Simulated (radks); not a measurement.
Q: Dipole-allowed excitations along the series with 29 electrons in [Ar] 3d10 4s1. Method: non-relativistic Kohn-Sham, LDA (Slater exchange, VWN5 correlation), spin-polarised, spherical densities, point nucleus; open shells are filled with parallel spins first (spin-orbit coupling, left out, can overturn this in heavy ions); computed with a radial shooting solver on a logarithmic mesh with Libxc functionals. Time-dependent linear response with the Hartree and adiabatic LDA kernel, continuum included through the Sternheimer equations. Lines are the poles of the dipole polarisability below minus the highest occupied eigenvalue, found on a grid refined at the orbital gaps; the lowest seven at most are given, and weak or close lines can be missed. The first line takes the name of the lowest orbital gap if no other gap lies below it; otherwise a line is named after a gap within 0.6 % of it, if that gap stands alone.

| species | -e(HOMO) (eV) | lowest orbital gap (eV) | first line (eV) | f | static alpha (bohr^3) |
|---|---|---|---|---|---|
| Sn21+ | 614.76 | 4s-4p 41.419 | 44.156 (4s-4p) | 0.499 | 0.2111 |
| Sb22+ | 663.28 | 4s-4p 43.136 | 45.974 (4s-4p) | 0.488 | 0.1903 |
| Te23+ | 713.52 | 4s-4p 44.852 | 47.793 (4s-4p) | 0.478 | 0.1721 |
| I24+ | 765.47 | 4s-4p 46.568 | 49.610 (4s-4p) | 0.468 | 0.1562 |

Estimate the first line of Xe25+, its oscillator strength and the static polarisability.

A: 51.428 eV (4s-4p), f = 0.459, alpha = 0.1422 bohr^3.
